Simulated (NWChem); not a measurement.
The numbers come from NWChem runs, not from measurements. System: isocyanic acid (CHNO), charge 0, spin multiplicity 1, at a geometry optimised with PBE0/def2-SVP. Level: evGW0@PBE0/def2-TZVP, RI basis def2-tzvp-rifit, 6 cycles.

Output (cleaned and shortened):

```
             Northwest Computational Chemistry Package (NWChem) 7.3.0
             --------------------------------------------------------

                                NWChem Input Module
                                -------------------

 Scaling coordinates for geometry "geometry" by  1.889725989
 (inverse scale =  0.529177249)

 Turning off AUTOSYM since
 SYMMETRY directive was detected!

                             Geometry "geometry" -> ""
                             -------------------------

 Output coordinates in angstroms (scale by  1.889725989 to convert to a.u.)

  No.       Tag          Charge          X              Y              Z
 ---- ---------------- ---------- -------------- -------------- --------------
    1 N                    7.0000     1.16003500    -0.07317700     0.00000000
    2 C                    6.0000    -0.04679300     0.01949200     0.00000000
    3 O                    8.0000    -1.21043200    -0.03409700     0.00000000
    4 H                    1.0000     1.84397000     0.66806100     0.00000000

 Effective nuclear repulsion energy (a.u.)      59.2793257738

            Nuclear Dipole moment (a.u.)
            ----------------------------
        X                 Y               Z
 ---------------- ---------------- ----------------
     0.0000018897    -0.0000037795     0.0000000000

      Symmetry information
      --------------------

 Group name             Cs
 Group number              2
 Group order               2
 No. of unique centers     4

      Symmetry unique atoms

     1    2    3    4


 Summary of "ao basis" -> "" (spherical)
 ------------------------------------------------------------------------------
       Tag                 Description            Shells   Functions and Types
 ---------------- ------------------------------  ------  ---------------------
 *                         def2-tzvp                  on all atoms

 new library libraries.bse/

 Summary of "ri basis" -> "" (spherical)
 ------------------------------------------------------------------------------
       Tag                 Description            Shells   Functions and Types
 ---------------- ------------------------------  ------  ---------------------
 *                      def2-tzvp-rifit               on all atoms

                                 NWChem DFT Module
                                 -----------------

 Summary of "ao basis" -> "ao basis" (spherical)
 ------------------------------------------------------------------------------
       Tag                 Description            Shells   Functions and Types
 ---------------- ------------------------------  ------  ---------------------
 N                         def2-tzvp                11       31   5s3p2d1f
 C                         def2-tzvp                11       31   5s3p2d1f
 O                         def2-tzvp                11       31   5s3p2d1f
 H                         def2-tzvp                 4        6   3s1p

 Summary of "ao basis" -> "ao basis" (spherical)
 ------------------------------------------------------------------------------
       Tag                 Description            Shells   Functions and Types
 ---------------- ------------------------------  ------  ---------------------
 N                         def2-tzvp                11       31   5s3p2d1f
 C                         def2-tzvp                11       31   5s3p2d1f
 O                         def2-tzvp                11       31   5s3p2d1f
 H                         def2-tzvp                 4        6   3s1p

      Symmetry analysis of basis
      --------------------------

        a'         68
        a"         31

            General Information
            -------------------
          SCF calculation type: DFT
          Wavefunction type:  closed shell.
          No. of atoms     :     4
          No. of electrons :    22
           Alpha electrons :    11
            Beta electrons :    11
          Charge           :     0
          Spin multiplicity:     1
          Use of symmetry is: on ; symmetry adaption is: on
          Maximum number of iterations: 100
          This is a Direct SCF calculation.
          AO basis - number of functions:    99
[...]
@GW        38         39.737           0.000
@GW        39         41.514           0.000
@GW        40         43.023           0.000
@GW        41         45.641           0.000
@GW        42         46.810           0.000
@GW        43         48.212           0.000
@GW        44         47.533           0.000
@GW        45         53.699           0.000
@GW        46         57.148           0.000
@GW        47         57.676           0.000
@GW        48         57.222           0.000
@GW        49         59.763           0.000
@GW        50         63.077           0.000
@GW        51         67.316           0.000
@GW        52         67.776           0.000
@GW        53         71.394           0.000
@GW        54         75.919           0.000
@GW        55         76.980           0.000
@GW        56         76.828           0.000
@GW        57         79.883           0.000
@GW        58         82.059           0.000
@GW        59         82.300           0.000
@GW        60         83.287           0.000
@GW        61         83.915           0.000
@GW        62         86.350           0.000
@GW        63         87.272           0.000
@GW        64         90.675           0.000
@GW        65         91.011           0.000
@GW        66         94.420           0.000
@GW        67        101.296           0.000
@GW        68        101.276           0.000
@GW        69        103.810           0.000
@GW        70        108.104           0.000
@GW        71        117.197           0.000
@GW        72        119.288           0.000
@GW        73        125.577           0.000
@GW        74        129.905           0.000
@GW        75        131.581           0.000
@GW        76        130.946           0.000
@GW        77        132.334           0.000
@GW        78        143.668           0.000
@GW        79        144.320           0.000
@GW        80        147.762           0.000
@GW        81        147.740           0.000
@GW        82        152.175           0.000
@GW        83        154.593           0.000
@GW        84        156.099           0.000
@GW        85        159.399           0.000
@GW        86        162.791           0.000
@GW        87        163.606           0.000
@GW        88        168.972           0.000
@GW        89        177.699           0.000
@GW        90        177.819           0.000
@GW        91        187.555           0.000
@GW        92        187.483           0.000
@GW        93        194.029           0.000
@GW        94        193.336           0.000
@GW        95        203.575           0.000
@GW        96        206.643           0.000
@GW        97        664.531           0.000
@GW        98        894.437           0.000
@GW        99       1223.612           0.000

  *** G5W0

          Solving quasiparticle equations

                  Alpha Orbitals
          State     Energy (eV)     Error (eV)
          -----------------------------------
@GW         1       -540.337           0.000
@GW         2       -406.989           0.000
@GW         3       -296.192           0.000
@GW         4        -34.139           0.000
@GW         5        -28.920           0.000
@GW         6        -20.235           0.000
@GW         7        -17.344           0.000
@GW         8        -15.947           0.000
@GW         9        -15.844           0.000
@GW        10        -12.100           0.000
@GW        11        -11.500           0.000
@GW        12          3.004           0.000
@GW        13          2.888           0.000
@GW        14          4.750           0.000
@GW        15          4.994           0.000
@GW        16          7.173           0.000
@GW        17          7.818           0.000
@GW        18          8.171           0.000
@GW        19         11.317           0.000
@GW        20         11.563           0.000
@GW        21         13.062           0.000
@GW        22         13.763           0.000
@GW        23         14.835           0.000
@GW        24         15.298           0.000
@GW        25         17.541           0.000
@GW        26         18.021           0.000
@GW        27         19.334           0.000
@GW        28         18.890           0.000
@GW        29         20.978           0.000
@GW        30         25.228           0.000
@GW        31         28.716           0.000
@GW        32         29.629           0.000
@GW        33         31.398           0.000
@GW        34         31.635           0.000
@GW        35         37.280           0.000
@GW        36         37.311           0.000
@GW        37         40.454           0.000
@GW        38         39.736           0.000
@GW        39         41.514           0.000
@GW        40         43.023           0.000
@GW        41         45.641           0.000
@GW        42         46.810           0.000
@GW        43         48.212           0.000
@GW        44         47.533           0.000
@GW        45         53.699           0.000
@GW        46         57.148           0.000
@GW        47         57.675           0.000
@GW        48         57.222           0.000
@GW        49         59.763           0.000
@GW        50         63.078           0.000
@GW        51         67.316           0.000
@GW        52         67.774           0.000
@GW        53         71.394           0.000
@GW        54         75.919           0.000
@GW        55         76.980           0.000
@GW        56         76.829           0.000
@GW        57         79.881           0.000
@GW        58         82.059           0.000
@GW        59         82.301           0.000
@GW        60         83.290           0.000
@GW        61         83.915           0.000
@GW        62         86.348           0.000
@GW        63         87.272           0.000
@GW        64         90.671           0.000
@GW        65         91.013           0.000
@GW        66         94.421           0.000
@GW        67        101.297           0.000
@GW        68        101.277           0.000
@GW        69        103.803           0.000
@GW        70        108.106           0.000
@GW        71        117.196           0.000
@GW        72        119.293           0.000
@GW        73        125.468           0.000
@GW        74        129.945           0.000
@GW        75        131.581           0.000
@GW        76        130.946           0.000
@GW        77        132.332           0.000
@GW        78        143.664           0.000
@GW        79        144.327           0.000
@GW        80        147.761           0.000
@GW        81        147.736           0.000
@GW        82        152.176           0.000
@GW        83        154.620           0.000
@GW        84        156.099           0.000
@GW        85        159.403           0.000
@GW        86        162.788           0.000
@GW        87        163.615           0.000
@GW        88        168.979           0.000
@GW        89        177.703           0.000
@GW        90        177.821           0.000
@GW        91        187.577           0.000
@GW        92        187.466           0.000
@GW        93        194.031           0.000
@GW        94        193.285           0.000
@GW        95        203.550           0.000
@GW        96        206.586           0.000
@GW        97        664.537           0.000
@GW        98        894.456           0.000
@GW        99       1223.656           0.000

     GW Timing Statistics
   ------------------------
   Init.   :          0.1s
     ERIs  :          0.8s
     Distr.:          0.0s
     Vxc   :          1.0s
   Sigma_x :          0.0s
   RPA     :          0.3s
   Wmn     :          1.7s
   Sigma_c :          1.3s
   GW total:          5.3s

 Task  times  cpu:        5.3s     wall:        5.3s

 Total times  cpu:       14.2s     wall:       14.2s
```

### Question
Write an NWChem input that would produce this output.

### Answer
This is not unique; one that fits is 
```
start mol
memory heap 200 mb stack 700 mb global 1700 mb
geometry units angstroms nocenter noautoz
  N      1.160035    -0.073177     0.000000
  C     -0.046793     0.019492     0.000000
  O     -1.210432    -0.034097     0.000000
  H      1.843970     0.668061     0.000000
  symmetry group Cs
end
basis spherical
  * library def2-tzvp
end
basis "ri basis" bse spherical
  * library def2-tzvp-rifit
end
dft
  xc pbe0
  iterations 100
  direct
  tolerances tight
end
task dft energy
gw
  evgw0 6
  states alpha occ -1 vir -1
end
task dft gw
```
